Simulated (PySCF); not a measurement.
C5H6O2S.
SMILES: `COc1ccc(O)s1`

The closed-shell SCF was solved with PySCF and density fitting under several settings on one GFN2-xTB geometry (grid level 2 and gas phase unless stated).

| settings | basis functions | SCF cycles | E (Eh) | HOMO (eV) | LUMO (eV) | dipole (D) |
| --- | --- | --- | --- | --- | --- | --- |
| LDA/pcSseg-0, energy threshold 1e-11 Eh, damping 0.1 at the start, DIIS from the seventh cycle | 88 | 30 | -737.3194 | -4.65 | -0.70 | 1.30 |
| PBE0/def2-SVPD, grid level 4, fitting basis def2-qzvpp-jkfit | 221 | 10 | -741.8636 | -5.67 | -0.35 | 1.18 |

Question: Estimate the rows for these settings: (1) wB97X/ANO-RCC-VDZP; (2) PBE0/6-311+G(2d,p), energy threshold 1e-11 Eh.

Answer: 
```
                                     settings  basis functions  SCF cycles     E (Eh)  HOMO (eV)  LUMO (eV)  dipole (D)
                           wB97X/ANO-RCC-VDZP              146          14  -742.4920      -7.70       1.82        1.23
PBE0/6-311+G(2d,p), energy threshold 1e-11 Eh              260          13  -742.3266      -5.58      -0.43        1.13
```

Question: Over all rows, what range does the HOMO–LUMO gap span?

Answer: From 3.95 eV (LDA/pcSseg-0, energy threshold 1e-11 Eh, damping 0.1 at the start, DIIS from the seventh cycle) to 9.52 eV (wB97X/ANO-RCC-VDZP). The functional of the narrowest has no exact exchange, that of the widest range-separated exact exchange.

Question: And the dipole moment?

Answer: From 1.13 D (PBE0/6-311+G(2d,p), energy threshold 1e-11 Eh) to 1.30 D (LDA/pcSseg-0, energy threshold 1e-11 Eh, damping 0.1 at the start, DIIS from the seventh cycle); the largest is 1.15 times the smallest, and the median is 1.21 D.

Question: Compare two rows with the functional PBE0: PBE0/6-311+G(2d,p), energy threshold 1e-11 Eh and PBE0/def2-SVPD, grid level 4, fitting basis def2-qzvpp-jkfit. Which energy is lower, and by how much?

Answer: PBE0/6-311+G(2d,p), energy threshold 1e-11 Eh (260 functions) lies 0.4630 Eh or 291 kcal/mol below PBE0/def2-SVPD, grid level 4, fitting basis def2-qzvpp-jkfit (221 functions).

Whole jobs, the steps after the SCF included, on Intel Xeon Platinum 8488C, one thread, no GPU, on a shared host:

```
                                                                                      settings                                                       work after the SCF  wall time  peak memory
LDA/pcSseg-0, energy threshold 1e-11 Eh, damping 0.1 at the start, DIIS from the seventh cycle                                       shieldings, ring-centre shieldings       15 s     0.59 GiB
                                  PBE0/def2-SVPD, grid level 4, fitting basis def2-qzvpp-jkfit                                         1 singlet by TDA, polarisability       42 s      1.0 GiB
                                                                            wB97X/ANO-RCC-VDZP              25 singlets by TDA, 2 Tamm–Dancoff triplets, polarisability       30 s     0.74 GiB
                                                 PBE0/6-311+G(2d,p), energy threshold 1e-11 Eh  spin–spin couplings from 11 perturbed nuclei, spin–dipole term left out       50 s      1.1 GiB
```

Cycle counts include a coarse-grid stage where the run had one. All basis functions are spherical, in the Pople sets too. ANO-RCC sets were contracted for a scalar-relativistic Hamiltonian, but ran non-relativistically here.

Conformer computed: `[CH3:1][O:2][c:3]1[cH:4][cH:5][c:6]([OH:7])[s:8]1`: C1–O2–C3–C4 0°, H–O7–C6–C5 180°.

One conformer stands for the species.
